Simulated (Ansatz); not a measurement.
Consider the redistribution: `BO[SiH3]` + `C[Si](C)(O)O` → `C[Si](O)(O)[SiH3]` + `BOC`.

Calculated with Ansatz (gas phase, PBE0-D4/def2-TZVP geometries, no zero-point term in ΔE). CCSD(T)/CBS is the MP2 limit (def2-TZVPP, def2-QZVPP) plus CCSD(T) − MP2 in def2-TZVPP, frozen cores. DFT in def2-TZVPP. One conformer a species, not always the lowest.

| level | ΔE (kcal/mol) |
| --- | --- |
| PBE0-D4 | 41.2 |
| B2PLYP | 45.7 |
| r2SCAN | 44.2 |
| SCS-MP2/def2-TZVPP | 47.8 |

Q: What does CCSD(T)/CBS give? (Estimate.)

A: Computed: +46.0 kcal/mol. The listed levels differ from it by -4.8, -0.3, -1.8, 1.8 kcal/mol.

Largest T1 diagnostic among the species: 0.014.

From PBE to PBE0 (25 % exact exchange), in def2-TZVPP and without D4, ΔE moves by +3.0 kcal/mol.
